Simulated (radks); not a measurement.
Question: These are the eigenvalues of the occupied orbitals of an atom or ion with whole-number occupations (eV). All-electron calculation, Dirac Kohn-Sham, PBE, spin-unpolarised, spherical densities, point nucleus. Program: a radial shooting solver on a logarithmic mesh with Libxc functionals.

| orbital | eigenvalue |
|---|---|
| 1s1/2 | -1041.806 |
| 2s1/2 | -192.4615 |

Which element is it, and in what charge state? The configuration may be excited. Open shells, if any, are shared by 2j + 1.

Answer: Z = 10, neon, charge +6: Ne6+ in [He] 2s2. The 1s level, -38.286 hartree, gives Z - s = 8.8 by -(Z - s)^2/2, which with screening and relativity narrows Z to a few neighbours, and the depths must fix Z and the occupations together.
